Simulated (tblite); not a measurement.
Species: C4H10OS2Si2.
Numbering: `[SiH3:1][S:2]/[CH:3]=[CH:4]\[Si@@H:5]1[O:6][CH2:7][CH2:8][S:9]1` (hydrogens: H10, H11, H12 on Si1; H13 on C3; H14 on C4; H15 on Si5; H16, H17 on C7; H18, H19 on C8)

Computed with GFN2-xTB (tblite), gas phase: L-BFGS steps from a force-field or distance-geometry start until the largest atomic force falls under 0.01 eV/Å.

Step 19: E = -755.1306 eV
```
atom  x, y, z in Å  |  force x, y, z in eV/Å
Si1     4.5527    0.2140    0.5513   -0.016  -0.011   0.003
S2      2.5564   -0.6176    0.5998   -0.005   0.002   0.038
C3      1.7398    0.4375   -0.5249   -0.012  -0.074  -0.043
C4      0.4338    0.3868   -0.7626   -0.012   0.039  -0.030
Si5    -0.7727   -0.7145    0.1362   -0.008   0.029   0.039
O6     -2.1143   -0.8066   -0.7943   -0.019   0.036   0.002
C7     -3.3386   -0.6618   -0.1394    0.022   0.069   0.066
C8     -3.2454    0.4582    0.8882    0.048  -0.010   0.034
S9     -1.7036    0.2328    1.8463   -0.054  -0.034  -0.085
H10     5.0375    0.1681   -0.8266   -0.023  -0.049   0.023
H11     4.4775    1.6059    0.9820   -0.012  -0.018   0.039
H12     5.2499   -0.6721    1.4636    0.051   0.037  -0.013
H13     2.3952    1.1223   -1.0458   -0.024  -0.011  -0.007
H14     0.0496    1.0628   -1.5135   -0.071   0.063  -0.032
H15    -0.3650   -2.0466    0.5474    0.063  -0.012   0.018
H16    -3.5929   -1.6022    0.3678   -0.011   0.059  -0.060
H17    -4.1074   -0.4349   -0.8883    0.092  -0.037   0.048
H18    -3.1776    1.4356    0.4069   -0.060  -0.085  -0.008
H19    -4.0848    0.4415    1.5811    0.052   0.007  -0.033
```

Step 20: E = -755.1329 eV
```
atom  x, y, z in Å  |  force x, y, z in eV/Å
Si1     4.5511    0.2124    0.5527   -0.077  -0.021  -0.004
S2      2.5498   -0.6182    0.6020    0.040   0.033   0.017
C3      1.7380    0.4362   -0.5277   -0.001  -0.042  -0.052
C4      0.4311    0.3889   -0.7637    0.036   0.052  -0.037
Si5    -0.7700   -0.7138    0.1395   -0.012   0.043   0.021
O6     -2.1092   -0.8035   -0.7947   -0.020   0.033   0.018
C7     -3.3333   -0.6594   -0.1401    0.010   0.033   0.049
C8     -3.2438    0.4575    0.8889    0.056  -0.016   0.040
S9     -1.7045    0.2326    1.8473   -0.018  -0.035  -0.051
H10     5.0285    0.1664   -0.8286   -0.019  -0.050   0.040
H11     4.4690    1.6055    0.9811    0.000  -0.035   0.038
H12     5.2474   -0.6752    1.4651    0.049   0.048  -0.023
H13     2.3965    1.1202   -1.0494   -0.059  -0.050   0.019
H14     0.0466    1.0652   -1.5151   -0.064   0.044  -0.017
H15    -0.3555   -2.0428    0.5542    0.050  -0.013   0.013
H16    -3.5903   -1.6003    0.3610   -0.004   0.012  -0.014
H17    -4.1026   -0.4338   -0.8862    0.062  -0.006  -0.012
H18    -3.1755    1.4335    0.4071   -0.069  -0.047  -0.007
H19    -4.0829    0.4378    1.5818    0.041   0.016  -0.039
```

Question: Estimate the geometry and energy of step 21. (The exact step hangs on the optimiser's Hessian estimate; all steps are aligned on step 20, rigid shifts and turns removed.)

Answer: E = -755.1347 eV, largest force 0.099 eV/Å
```
atom  x, y, z in Å  |  force x, y, z in eV/Å
Si1     4.5485    0.2109    0.5536   -0.097  -0.020  -0.004
S2      2.5453   -0.6181    0.6041    0.044   0.041   0.001
C3      1.7366    0.4343   -0.5307    0.001  -0.015  -0.048
C4      0.4292    0.3913   -0.7653    0.044   0.045  -0.032
Si5    -0.7679   -0.7126    0.1425    0.002   0.036  -0.009
O6     -2.1056   -0.8006   -0.7945   -0.002   0.026   0.026
C7     -3.3292   -0.6570   -0.1398    0.002  -0.011   0.015
C8     -3.2416    0.4567    0.8900    0.038  -0.014   0.028
S9     -1.7055    0.2318    1.8473    0.027  -0.027   0.006
H10     5.0212    0.1641   -0.8293   -0.014  -0.049   0.044
H11     4.4625    1.6045    0.9812    0.008  -0.043   0.037
H12     5.2463   -0.6765    1.4656    0.044   0.054  -0.028
H13     2.3966    1.1178   -1.0518   -0.062  -0.063   0.022
H14     0.0432    1.0681   -1.5168   -0.047   0.024   0.002
H15    -0.3475   -2.0401    0.5597    0.033   0.006   0.003
H16    -3.5884   -1.5986    0.3557    0.001  -0.031   0.027
H17    -4.0975   -0.4330   -0.8850    0.027   0.025  -0.055
H18    -3.1753    1.4309    0.4071   -0.064  -0.002  -0.011
H19    -4.0806    0.4352    1.5816    0.016   0.018  -0.023
```

The energy changes by -0.0018 eV. The first-order estimate −F·Δx gives -0.0025 eV and the mean of the old and new forces, exact on a quadratic surface, -0.0018 eV. The step makes an angle of 65° with the force vector and moves no atom by more than 0.010 Å.

What follows is the cost of the whole relaxation. Hardware: an Arm Neoverse N1 with one thread (shared host). Cost: 1.4 s of wall time.
